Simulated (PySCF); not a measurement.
# A small calculation by hand: entropy of an ideal gas

C4H2Br2, SMILES C#C/C(Br)=C\Br.

Geometry: PBE-D3(BJ)/def2-SVP. The structure was generated by enumeration; whether it is a known compound was not checked.

PBE-D3(BJ)/def2-SVP in PySCF gives the harmonic wavenumbers 105, 158, 174, 219, 254, 419, 575, 623, 660, 682, 709, 758, 992, 1218, 1579, 2145, 3164, 3406 cm⁻¹ and the rotational temperatures 0.1399, 0.0281, 0.0234 K. The molar mass is 209.87 g/mol, the symmetry number 1, the spin multiplicity 1.

**Question.** Work out the entropy at 298.15 K and 1 atm in the rigid-rotor, harmonic-oscillator model.

**Answer.** 
Translation (Sackur–Tetrode at 1 atm): S = R[1.5 ln M + 2.5 ln T − 1.16487] = 175.4 J/(mol K).
Rotation: q = (√π/σ) T^1.5/√(θA θB θC) = 951000, S = R[ln q + 3/2] = 126.9 J/(mol K).
Vibration: with u = 1.4388 ν/T, each mode gives R[u/(e^u − 1) − ln(1 − e^−u)]:
```json
[
 {"ν (cm⁻¹)": "105", "modes": "1", "u": "0.51", "S (J/(mol K))": "14.06"},
 {"ν (cm⁻¹)": "158", "modes": "1", "u": "0.76", "S (J/(mol K))": "10.77"},
 {"ν (cm⁻¹)": "174", "modes": "1", "u": "0.84", "S (J/(mol K))": "10.01"},
 {"ν (cm⁻¹)": "219", "modes": "1", "u": "1.06", "S (J/(mol K))": "8.23"},
 {"ν (cm⁻¹)": "254", "modes": "1", "u": "1.23", "S (J/(mol K))": "7.12"},
 {"ν (cm⁻¹)": "419", "modes": "1", "u": "2.02", "S (J/(mol K))": "3.75"},
 {"ν (cm⁻¹)": "575", "modes": "1", "u": "2.77", "S (J/(mol K))": "2.07"},
 {"ν (cm⁻¹)": "623", "modes": "1", "u": "3.01", "S (J/(mol K))": "1.72"},
 {"ν (cm⁻¹)": "660", "modes": "1", "u": "3.18", "S (J/(mol K))": "1.49"},
 {"ν (cm⁻¹)": "682", "modes": "1", "u": "3.29", "S (J/(mol K))": "1.37"},
 {"ν (cm⁻¹)": "709", "modes": "1", "u": "3.42", "S (J/(mol K))": "1.24"},
 {"ν (cm⁻¹)": "758", "modes": "1", "u": "3.66", "S (J/(mol K))": "1.02"},
 {"ν (cm⁻¹)": "992", "modes": "1", "u": "4.79", "S (J/(mol K))": "0.40"},
 {"ν (cm⁻¹)": "1218", "modes": "1", "u": "5.88", "S (J/(mol K))": "0.16"},
 {"ν (cm⁻¹)": "1579", "modes": "1", "u": "7.62", "S (J/(mol K))": "0.04"}
]
```
The stiffer modes add less than 0.005 each. Sum 63.5 J/(mol K).
Spin: R ln 1 = 0.0 J/(mol K).
Total 365.8 J/(mol K); the program's own thermochemistry gives 365.8. Translation makes up 48 % and vibration 17 %. Anharmonicity, hindered rotation and orbital degeneracy are left out.
